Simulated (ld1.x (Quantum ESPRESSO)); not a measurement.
## What one change does to a pseudopotential (aluminium, ultrasoft)

ld1.x (Quantum ESPRESSO) 7.5 input, shortened:

```
&input
   title='Al', zed=13., rel=1, dft='PBE', iswitch=3,
   config='[Ne] 3s2 3p1'
 /
 &inputp
   pseudotype=3, tm=.true., lloc=-1, rcloc=1.80,
   nlcc=.false.,
   which_augfun='PSQ', rmatch_augfun=1.25
 /
4
3S  1  0   2.00   0.00  1.55  2.15  0.0
3S  1  0   0.00   0.05  1.55  2.15  0.0
3P  2  1   1.00   0.00  2.25  2.65  0.0
3P  2  1   0.00   0.45  2.25  2.65  0.0
 &test
   configts(1)='3s2 3p1'
 /
```

Change: functional BP86.

Cutoffs: the cutoffs (Ry, on a coarse ladder) from which the occupation-weighted sum of valence levels, in a spherical-Bessel basis at the reference potential, stays within 10 and 1 mRy of its value at 400 Ry; they do not see the model core or the augmentation charge, which bear on the density cutoff. Errors are all-electron minus pseudo energies relative to the spin-unpolarised reference configuration.

**Question.** What does the change do?

**Answer.** Both files are so soft that the ladder of cutoffs tells neither apart; of the 7 tests that both files solve, the error grows in 3 and shrinks in 1 by more than 15 % and 0.3 meV (median size 6.2 → 6.2 meV); neither file shows a bound ghost.

| quantity | base | changed |
| --- | --- | --- |
| cutoff, loose | 6 Ry | 6 Ry |
| cutoff, tight | 8 Ry | 8 Ry |
| bound ghosts | none | none |
| error for 3s2 3p0, meV [ΔE 5.76 → 5.86 eV] | -2.6 | +3.2 |
| error for 3s1 3p0, meV [ΔE 24.99 → 25.23 eV] | +6.5 | +18 |
| error for 3s2 3p0.5, meV [ΔE 2.09 → 2.13 eV] | -1.9 | +1.3 |
| error for 3s1 3p1, meV [ΔE 11.57 → 11.68 eV] | +6.2 | +6.2 |
| error for 3s2 3p1.3, meV [ΔE -0.57 → -0.60 eV] | +0.7 | +0.6 |
| error for 3s0 3p3, meV [ΔE 10.45 → 10.47 eV] | +40 | +44 |
| error for 3s1 3p2, meV [ΔE 5.14 → 5.15 eV] | +7.5 | +8.7 |
| s: phases at 2.90 bohr within 0.05 rad from the reference energy up to (Ry; the scan ends near 5) | 2.6 | 2.5 |
| p: phases at 2.90 bohr within 0.05 rad from the reference energy up to (Ry; the scan ends near 5) | 2.8 | 2.8 |
| lowest overlap eigenvalue by channel | s 0.45, p 0.84 | s 0.44, p 0.82 |
